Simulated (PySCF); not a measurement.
**Basis-set dependence of population analyses: `[SiH3]C[BH2-][PH3+]`**

Species: CH₁₀BPSi.
Bonds: Si1–C2, C2–B3, B3–P4. Hydrogens: H5, H6, H7 on Si1; H8, H9 on C2; H10, H11 on B3; H12, H13, H14 on P4.

PBE0 throughout (PySCF), one geometry, spherical d and f functions. One conformer (not necessarily the lowest) at the PBE0-D3(BJ)/def2-SVP geometry, without solvent, vibrations or thermal averaging. Atoms taken as equivalent share a column and are averaged. The first 7 of 8 kinds of atom are listed.

Mulliken charges (e):

| basis | functions | Si1 | C2 | B3 | P4 | H5/H6/H7 | H8/H9 | H10/H11 |
| --- | --- | --- | --- | --- | --- | --- | --- | --- |
| STO-3G | 38 | +0.538 | -0.379 | -0.087 | +0.472 | -0.135 | +0.039 | -0.092 |
| 6-31G | 64 | +0.528 | -0.770 | -0.023 | +0.208 | -0.115 | +0.168 | -0.029 |
| pcSseg-0 | 64 | +0.529 | -1.215 | -0.110 | -0.132 | -0.062 | +0.247 | +0.092 |
| 6-31G* | 84 | +0.350 | -0.654 | -0.117 | +0.132 | -0.075 | +0.170 | -0.013 |
| cc-pVDZ | 114 | +0.215 | -0.209 | -0.208 | +0.171 | -0.061 | +0.038 | -0.026 |
| def2-SVP | 114 | +0.340 | -0.354 | -0.153 | +0.224 | -0.082 | +0.058 | -0.025 |
| 6-311+G(2d,p) | 184 | +0.380 | -0.603 | -0.289 | +0.147 | -0.078 | +0.151 | +0.013 |
| aug-cc-pVDZ | 190 | -0.746 | +0.496 | -1.122 | -1.111 | +0.265 | -0.389 | +0.682 |
| def2-TZVP | 196 | +0.164 | -0.381 | -0.282 | +0.055 | -0.039 | +0.115 | +0.008 |
| IGLO-III | 258 | +0.718 | -0.646 | -0.079 | +0.522 | -0.179 | +0.124 | -0.035 |
| cc-pVTZ | 268 | +0.155 | -0.315 | -0.301 | +0.163 | -0.044 | +0.090 | +0.022 |

IAO charges (e):

```json
{"basis": "STO-3G", "functions": "38", "Si1": "+0.646", "C2": "-0.613", "B3": "-0.373", "P4": "+0.562", "H5/H6/H7": "-0.137", "H8/H9": "+0.107", "H10/H11": "-0.025"}
{"basis": "6-31G", "functions": "64", "Si1": "+0.460", "C2": "-0.620", "B3": "-0.407", "P4": "+0.441", "H5/H6/H7": "-0.088", "H8/H9": "+0.138", "H10/H11": "+0.003"}
{"basis": "pcSseg-0", "functions": "64", "Si1": "+0.459", "C2": "-0.631", "B3": "-0.421", "P4": "+0.405", "H5/H6/H7": "-0.084", "H8/H9": "+0.139", "H10/H11": "+0.005"}
{"basis": "6-31G*", "functions": "84", "Si1": "+0.589", "C2": "-0.637", "B3": "-0.427", "P4": "+0.564", "H5/H6/H7": "-0.122", "H8/H9": "+0.134", "H10/H11": "+0.003"}
{"basis": "cc-pVDZ", "functions": "114", "Si1": "+0.586", "C2": "-0.635", "B3": "-0.442", "P4": "+0.560", "H5/H6/H7": "-0.121", "H8/H9": "+0.134", "H10/H11": "+0.006"}
{"basis": "def2-SVP", "functions": "114", "Si1": "+0.609", "C2": "-0.634", "B3": "-0.440", "P4": "+0.577", "H5/H6/H7": "-0.127", "H8/H9": "+0.131", "H10/H11": "+0.003"}
{"basis": "6-311+G(2d,p)", "functions": "184", "Si1": "+0.619", "C2": "-0.657", "B3": "-0.450", "P4": "+0.586", "H5/H6/H7": "-0.128", "H8/H9": "+0.139", "H10/H11": "+0.008"}
{"basis": "aug-cc-pVDZ", "functions": "190", "Si1": "+0.587", "C2": "-0.644", "B3": "-0.442", "P4": "+0.558", "H5/H6/H7": "-0.120", "H8/H9": "+0.137", "H10/H11": "+0.006"}
{"basis": "def2-TZVP", "functions": "196", "Si1": "+0.628", "C2": "-0.660", "B3": "-0.451", "P4": "+0.590", "H5/H6/H7": "-0.130", "H8/H9": "+0.139", "H10/H11": "+0.008"}
{"basis": "IGLO-III", "functions": "258", "Si1": "+0.628", "C2": "-0.660", "B3": "-0.451", "P4": "+0.589", "H5/H6/H7": "-0.130", "H8/H9": "+0.139", "H10/H11": "+0.008"}
{"basis": "cc-pVTZ", "functions": "268", "Si1": "+0.613", "C2": "-0.656", "B3": "-0.448", "P4": "+0.575", "H5/H6/H7": "-0.127", "H8/H9": "+0.139", "H10/H11": "+0.008"}
```

Hirshfeld charges (e):

| basis | functions | Si1 | C2 | B3 | P4 | H5/H6/H7 | H8/H9 | H10/H11 |
| --- | --- | --- | --- | --- | --- | --- | --- | --- |
| STO-3G | 38 | +0.338 | -0.167 | -0.085 | +0.431 | -0.096 | -0.011 | -0.117 |
| 6-31G | 64 | +0.269 | -0.209 | -0.081 | +0.309 | -0.083 | +0.026 | -0.083 |
| pcSseg-0 | 64 | +0.299 | -0.218 | -0.089 | +0.335 | -0.085 | +0.016 | -0.095 |
| 6-31G* | 84 | +0.268 | -0.207 | -0.083 | +0.301 | -0.085 | +0.030 | -0.077 |
| cc-pVDZ | 114 | +0.292 | -0.220 | -0.086 | +0.314 | -0.087 | +0.028 | -0.081 |
| def2-SVP | 114 | +0.300 | -0.226 | -0.092 | +0.328 | -0.089 | +0.027 | -0.084 |
| 6-311+G(2d,p) | 184 | +0.299 | -0.235 | -0.086 | +0.309 | -0.086 | +0.029 | -0.075 |
| aug-cc-pVDZ | 190 | +0.296 | -0.240 | -0.087 | +0.301 | -0.085 | +0.029 | -0.075 |
| def2-TZVP | 196 | +0.293 | -0.233 | -0.087 | +0.301 | -0.086 | +0.030 | -0.075 |
| IGLO-III | 258 | +0.292 | -0.237 | -0.088 | +0.303 | -0.083 | +0.028 | -0.078 |
| cc-pVTZ | 268 | +0.292 | -0.232 | -0.086 | +0.302 | -0.085 | +0.030 | -0.077 |

ESP-fitted charges (e):

```tsv
basis	functions	Si1	C2	B3	P4	H5/H6/H7	H8/H9	H10/H11
STO-3G	38	+0.325	-0.206	-0.220	+0.400	-0.095	+0.033	-0.089
6-31G	64	+0.354	-0.308	+0.067	+0.291	-0.111	+0.066	-0.145
pcSseg-0	64	+0.400	-0.477	+0.130	+0.215	-0.113	+0.107	-0.152
6-31G*	84	+0.250	-0.265	+0.125	+0.222	-0.089	+0.064	-0.146
cc-pVDZ	114	+0.189	-0.201	+0.125	+0.165	-0.077	+0.049	-0.143
def2-SVP	114	+0.247	-0.245	+0.106	+0.192	-0.090	+0.058	-0.140
6-311+G(2d,p)	184	+0.240	-0.271	+0.246	+0.123	-0.089	+0.059	-0.171
aug-cc-pVDZ	190	+0.258	-0.295	+0.296	+0.105	-0.093	+0.061	-0.184
def2-TZVP	196	+0.237	-0.263	+0.264	+0.112	-0.090	+0.057	-0.175
IGLO-III	258	+0.253	-0.291	+0.266	+0.102	-0.092	+0.064	-0.173
cc-pVTZ	268	+0.245	-0.266	+0.249	+0.116	-0.091	+0.057	-0.172
```

Some averages cover members that differ in this geometry, most widely: H5/H6/H7, Mulliken in aug-cc-pVDZ +0.192 to +0.302 e.

Task: Which scheme is steadiest as the basis changes?

Result: Largest range over the bases for any column: Hirshfeld 0.13 e, IAO 0.19 e, ESP-fitted 0.52 e, Mulliken 1.71 e. Hirshfeld charges move least and Mulliken charges most, counted in e. Without the minimal STO-3G basis the ranges are Hirshfeld 0.03, IAO 0.19, ESP-fitted 0.28, Mulliken 1.71 e.

Task: How much do the charges still move between the two largest bases, IGLO-III and cc-pVTZ?

Result: At most, over all atoms: Mulliken 0.563 e, IAO 0.014 e, Hirshfeld 0.006 e, ESP-fitted 0.025 e.

Task: What do the same runs give for the total energy, the frontier levels and the dipole moment?

Result: 
```json
{"basis": "STO-3G", "energy (Eh)": "-691.4824", "HOMO (eV)": "-5.51", "LUMO (eV)": "5.84", "μ (D)": "5.90"}
{"basis": "6-31G", "energy (Eh)": "-699.3130", "HOMO (eV)": "-7.72", "LUMO (eV)": "0.68", "μ (D)": "5.42"}
{"basis": "pcSseg-0", "energy (Eh)": "-698.5260", "HOMO (eV)": "-8.06", "LUMO (eV)": "0.48", "μ (D)": "5.54"}
{"basis": "6-31G*", "energy (Eh)": "-699.4003", "HOMO (eV)": "-7.67", "LUMO (eV)": "0.47", "μ (D)": "5.11"}
{"basis": "cc-pVDZ", "energy (Eh)": "-699.4435", "HOMO (eV)": "-7.73", "LUMO (eV)": "0.41", "μ (D)": "5.15"}
{"basis": "def2-SVP", "energy (Eh)": "-699.2026", "HOMO (eV)": "-7.77", "LUMO (eV)": "0.45", "μ (D)": "5.23"}
{"basis": "6-311+G(2d,p)", "energy (Eh)": "-699.4870", "HOMO (eV)": "-7.83", "LUMO (eV)": "-0.47", "μ (D)": "5.03"}
{"basis": "aug-cc-pVDZ", "energy (Eh)": "-699.4495", "HOMO (eV)": "-7.80", "LUMO (eV)": "-0.57", "μ (D)": "5.03"}
{"basis": "def2-TZVP", "energy (Eh)": "-699.4934", "HOMO (eV)": "-7.80", "LUMO (eV)": "0.11", "μ (D)": "5.01"}
{"basis": "IGLO-III", "energy (Eh)": "-699.4980", "HOMO (eV)": "-7.81", "LUMO (eV)": "0.03", "μ (D)": "5.01"}
{"basis": "cc-pVTZ", "energy (Eh)": "-699.4974", "HOMO (eV)": "-7.80", "LUMO (eV)": "0.16", "μ (D)": "5.04"}
```

The dipole is fixed by the density alone, so its range of 0.89 D shows that the density itself changes with the basis, not only its division among atoms.
